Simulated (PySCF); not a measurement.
First SCF of a structure search on singlet HAsO₂, at a hand-made trigonal planar geometry. PySCF input:

```python
from pyscf import gto, scf, dft
mol = gto.M(atom='''
As     0.000000     0.000000     0.000000
O     -0.855000     1.480900     0.000000
O     -0.855000    -1.480900     0.000000
H      1.530000     0.000000     0.000000''',
    basis={'As': 'def2-TZVP', 'O': 'def2-TZVP', 'H': 'def2-TZVP'},
    charge=0, spin=0)
mf = dft.RKS(mol, xc='PBE0')
mf.grids.atom_grid = (50, 194)
aux = {'As': 'def2-universal-JKFIT', 'O': 'def2-universal-JKFIT', 'H': 'def2-universal-JKFIT'}
mf = mf.density_fit(auxbasis=aux)
mf.conv_tol = 1e-08
mf.diis_space = 10
mf.max_cycle = 60
mf.init_guess = 'minao'
mf.verbose = 4
mf.kernel()
```

Excerpt of the output (cycles and frontier levels):

```
init E= -2385.83272531043
  HOMO = -0.405313897088021  LUMO = -0.15552138188946  gap/eV = 6.79720
cycle= 1 E= -2386.07146546607  delta_E= -0.239  |g|= 1.39  |ddm|= 2.15
  HOMO = -0.106165054651283  LUMO = -0.0660972747069019  gap/eV = 1.09030
cycle= 2 E= -2382.968939662  delta_E=  3.1  |g|= 3.82  |ddm|= 3.76
  HOMO = -0.32746452427079  LUMO = -0.136245880953215  gap/eV = 5.20332
cycle= 3 E= -2386.46153817043  delta_E= -3.49  |g|= 0.176  |ddm|= 3.27
  HOMO = -0.309789666559459  LUMO = -0.131997837006107  gap/eV = 4.83796
cycle= 4 E= -2386.46185175328  delta_E= -0.000314  |g|= 0.176  |ddm|= 0.258
  HOMO = -0.325164528906183  LUMO = -0.13515065828749  gap/eV = 5.17054
cycle= 5 E= -2386.46820644296  delta_E= -0.00635  |g|= 0.0385  |ddm|= 0.0993
  HOMO = -0.325942894046016  LUMO = -0.132613864170726  gap/eV = 5.26075
cycle= 6 E= -2386.46850857529  delta_E= -0.000302  |g|= 0.0134  |ddm|= 0.0242
  HOMO = -0.327077626383316  LUMO = -0.13258023123471  gap/eV = 5.29254
cycle= 7 E= -2386.46854750165  delta_E= -3.89e-05  |g|= 0.000727  |ddm|= 0.00918
  HOMO = -0.327186850558865  LUMO = -0.132693464357914  gap/eV = 5.29243
cycle= 8 E= -2386.46854762371  delta_E= -1.22e-07  |g|= 0.000158  |ddm|= 0.000834
  HOMO = -0.327153397109367  LUMO = -0.132661472887359  gap/eV = 5.29239
cycle= 9 E= -2386.46854762976  delta_E= -6.05e-09  |g|= 3.27e-05  |ddm|= 0.000177
  HOMO = -0.327155266700396  LUMO = -0.13266551779631  gap/eV = 5.29234
Extra cycle  E= -2386.46854762959  delta_E= 1.72e-10  |g|= 4.68e-05  |ddm|= 5.5e-05
converged SCF energy = -2386.46854762959
```

No lower solution of this spin was found by a stability analysis within the restricted form, which does not test spin polarisation.

The search for the lowest solution, with the stability check, took 3.9 s on 4 threads of a shared Arm Neoverse V2 host, with 116 basis functions; the process peaked at 0.4 GiB. Launch command: `OMP_NUM_THREADS=4 python axn.py task.json out`.
